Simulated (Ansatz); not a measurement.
System: C₃H₉AlO₂, charge 0, multiplicity 1. 
Structure (B3LYP-D3(BJ)/def2-TZVP (Ansatz, a program for electronic structure) minimum search):
```
Al
O 1 1.6895
C 2 1.4032 1 139.04
H 3 1.0938 2 109.76 1 138.84
H 3 1.0947 4 107.93 2 -120.57
H 3 1.0958 4 107.95 5 -116.51
O 1 1.6901 2 121.70 3 2.74
C 7 1.4036 1 138.45 2 2.58
H 8 1.0938 7 109.77 1 137.60
H 8 1.0947 9 107.93 7 -120.51
H 8 1.0958 9 107.96 10 -116.53
C 1 1.9381 2 118.90 3 -177.28
H 12 1.0908 1 111.65 2 179.86
H 12 1.0927 13 108.19 1 122.40
H 12 1.0928 13 108.16 14 115.27
```
Charge 0, spin multiplicity 1.

Dipole moments at this geometry, in debye (magnitudes).

| level | program | dipole (D) |
|---|---|---|
| SVWN5/def2-TZVPD | Ansatz | 1.05 |
| BLYP/def2-TZVPD | Ansatz | 1.08 |
| revPBE/def2-TZVPD | Ansatz | 0.97 |
| r2SCAN/def2-TZVPD | Ansatz | 1.08 |
| B97M-V/def2-TZVPD | Ansatz | 0.99 |
| B3LYP/def2-TZVPD | Ansatz | 1.15 |
| PBE0/def2-TZVPD | Ansatz | ___ |
| BHLYP/def2-TZVPD | Ansatz | 1.25 |
| r2SCANh/def2-TZVPD | Ansatz | 1.10 |
| r2SCAN0/def2-TZVPD | Ansatz | 1.14 |
| wB97M-V/def2-TZVPD | Ansatz | 1.17 |
| wB97X-V/def2-TZVPD | Ansatz | 1.21 |
| CCSD(T)/aug-cc-pV(D+d)Z | Ansatz | ___ |

Task: Complete the blanks.

Result: 
- PBE0/def2-TZVPD, dipole (D): 1.08
- CCSD(T)/aug-cc-pV(D+d)Z, dipole (D): 1.25
